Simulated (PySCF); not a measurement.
## Calculated data, H3NOSi, B2FHO

Computed with PySCF 2.14.0. Calculation on a computer-drawn molecule: optimised geometry and harmonic frequencies of an isolated molecule of the commonest isotopes, restricted reference for singlets and unrestricted otherwise, frozen core in MP2.

Common to all runs: charge 0; multiplicity 1.

```json
{"entry": 1, "formula": "H3NOSi", "start_structure": {"atoms_angstrom": [["N", -3.2871, 0.6478, 0.9972], ["Si", -2.7847, -0.7238, 1.8885], ["O", -1.3308, -1.0839, 1.1789], ["H", -2.8083, 1.1036, 0.241], ["H", -4.1568, 1.1027, 1.2041], ["H", -0.9707, -0.5803, 0.4627]]}, "given": {"method": "MP2", "basis": "cc-pV(D+d)Z", "drawn_bonds_atom": [1, 2, 1, 1, 3], "drawn_bonds_other_atom": [2, 3, 4, 5, 6], "drawn_bonds_order": [1, 1, 1, 1, 1]}, "results": {"optimised_atom_element": ["N", "Si", "O", "H", "H", "H"], "optimised_atom_x [angstrom]": [-3.284, -2.783, -1.306, -2.802, -4.168, -0.9959], "optimised_atom_y [angstrom]": [0.6499, -0.735, -1.116, 1.116, 1.109, -0.5581], "optimised_atom_z [angstrom]": [0.9935, 1.898, 1.19, 0.2249, 1.206, 0.4607], "modes_frequency [cm^-1]": [309.9, 374.9, 430.2, 516.0, 689.1, 771.6, 841.9, 898.7, 1556, 3566, 3689, 3840], "modes_reduced_mass [dalton]": [2.777, 1.062, 1.24, 1.153, 1.205, 2.722, 8.352, 1.893, 1.131, 1.052, 1.095, 1.066], "rotational_constants [GHz]": [24.19, 8.236, 6.144], "total_energy [hartree]": -420.4894, "convergence_status_largest_gradient_component [hartree/bohr]": 1.999e-05}}
{"entry": 2, "formula": "B2FHO", "start_structure": {"atoms_angstrom": [["O", -3.5811, -0.7679, 1.5308], ["B", -2.9092, -0.5401, 0.5382], ["B", -1.8842, -0.322, -0.7122], ["F", -1.8783, 0.7981, -1.4234], ["H", -1.133, -1.0817, -1.1791]]}, "given": {"method": "HF", "basis": "cc-pVDZ", "drawn_bonds_atom": [1, 2, 3, 3], "drawn_bonds_other_atom": [2, 3, 4, 5], "drawn_bonds_order": [2, 1, 1, 1]}, "results": {"optimised_atom_element": ["O", "B", "B", "F", "H"], "optimised_atom_x [angstrom]": [-3.594, -2.898, -1.868, -1.916, -1.109], "optimised_atom_y [angstrom]": [-0.7563, -0.5505, -0.3096, 0.8465, -1.144], "optimised_atom_z [angstrom]": [1.515, 0.5775, -0.7714, -1.405, -1.162], "modes_frequency [cm^-1]": [209.6, 339.5, 519.3, 766.8, 920.3, 1167, 1371, 2172, 2782], "modes_reduced_mass [dalton]": [9.483, 4.679, 10.9, 4.907, 1.783, 1.363, 5.38, 12.18, 1.094], "rotational_constants [GHz]": [51.72, 3.695, 3.449], "total_energy [hartree]": -224.3531, "convergence_status_largest_gradient_component [hartree/bohr]": 1.035e-05}}
```
